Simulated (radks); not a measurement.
Question: Valence configurations of the fluorine ion F2+ (all share [He]). Calculated with a radial shooting solver on a logarithmic mesh with Libxc functionals: scalar-relativistic Kohn-Sham, LDA (Slater exchange, Perdew-Wang correlation), spin-polarised, spherical densities, finite nucleus; open shells are filled with parallel spins first; Fermi nuclear charge, rms radius 2.8976 fm. Order these by energy: 2s1.5 2p3.5; 2s1 2p4; 2p5; 2s2 2p3; 2s0.5 2p4.5.

Answer: From the lowest, in eV above it: 2s2 2p3 0.000; 2s1.5 2p3.5 9.347; 2s1 2p4 18.665; 2s0.5 2p4.5 30.882; 2p5 41.929. NIST lists [He] 2s2 2p3 as the ground configuration; this level of theory agrees among the configurations tried. The energies are those of spherical high-spin densities, not of single terms.
